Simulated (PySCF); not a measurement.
**AlAs: energy against distance**

Set-up: basis Al cc-pV(T+d)Z, As cc-pVTZ-PP with ECP10; scalar-relativistic core potentials; PySCF 2.14. Energies in eV from Al + As in their ground configurations at the same level. State: ³Σ⁻ (triplet), unpaired electrons π ↑↑.

All columns are PBE0. A positive dipole means Al(−)As(+).

```csv
R (Å),E (eV),μ (D),Mulliken charge on Al (basis-dependent),HOMO (eV),LUMO (eV),Mayer bond order,⟨S²⟩
2.183,-1.479,0.66,-0.01,-5.28,-4.02,1.27,2.01
2.285,-1.820,0.26,0.06,-5.33,-3.80,1.23,2.01
2.387,-2.006,-0.15,0.12,-5.36,-3.60,1.18,2.01
2.463,-2.070,-0.48,0.16,-5.37,-3.45,1.15,2.01
2.539,-2.087,-0.80,0.19,-5.37,-3.32,1.12,2.01
2.615,-2.067,-1.12,0.22,-5.36,-3.20,1.09,2.01
2.717,-1.998,-1.55,0.24,-5.32,-3.06,1.06,2.01
2.844,-1.865,-2.07,0.27,-5.26,-2.90,1.03,2.01
2.996,-1.666,-2.65,0.28,-5.15,-2.76,1.00,2.02
3.199,-1.372,-3.32,0.29,-4.99,-2.64,0.96,2.04
```

A fit through these points gives, at Re = 2.532 Å, μ = -0.77 D and dμ/dR = -4.27 D/Å; the reduced mass is 19.84 u.

**Question.** How strong is the fundamental in the double-harmonic approximation, I = 42.26·(dμ/dR)²/μred km/mol?

**Answer.** I = 42.26·(-4.27)²/19.84 = 38.8 km/mol at PBE0.

Spin–orbit coupling is left out. The state is the lowest determinant that a PBE0 search found; another state may lie lower at other levels.
